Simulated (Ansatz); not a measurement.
# Energy profile

The step: BH₃S ([BH2][SH]) + H₂ → BH₃ + H₂S (still joined by a long B–S bond); bonds formed: B1–H6, S2–H5; bonds broken: H5–H6; bonds weakened to dative contacts: B1–S2 (atoms numbered as in the saddle structure below).

```xyz
7
angstrom
B -0.1781 -0.6083 -0.2193
S 0.9769 1.0816 -0.1955
H -1.2011 -0.3811 -0.7849
H 0.5850 -1.4646 -0.5478
H 0.2551 0.1724 0.8585
H -0.4150 -0.7755 1.0132
H -0.0229 1.9758 -0.1242
```

Electronic energies by CCSD(T) at an estimated basis limit (MP2 extrapolated from triple and quadruple zeta, plus CCSD(T) − MP2 in triple zeta), on PBE0-D4/def2-TZVP structures; BH5S, closed shell; no counterpoise correction. Program: Ansatz 0.2.0. Basis: def2-TZVPP and def2-QZVPP. Cores are frozen in the correlated methods. Extrapolation: Hartree–Fock as exp(−7.88 √X), correlation as X^−2.97.

Problem. Give the profile in kJ/mol, counted from the separated reactants. (An estimate is asked for; the value comes from the calculation.)

Solution. The calculation gives:
| point | kJ/mol |
| --- | --- |
| separated: BH3S (linked as [BH2][SH]; B1, S2, H3, H4, H7; singlet) + H2 (H5, H6; singlet) | 0.0 |
| start structure | -1.6 |
| saddle | 103.0 |
| end structure | 24.8 |
| separated: BH3 (B1, H3, H4, H6; singlet) + H2S (S2, H5, H7; singlet) | 85.7 |

T1 diagnostic: at most 0.015.

For scale, one of the runs: CCSD(T)/def2-TZVPP, 143 basis functions, launched by `ansatz run in.yaml --threads 2 --pin off --events-out ev --progress --plain --max-ram 4352MiB`. Hardware: 2 CPU threads of an Arm Neoverse V1, shared host. Wall time 7.5 s; peak host memory 0.79 GiB.
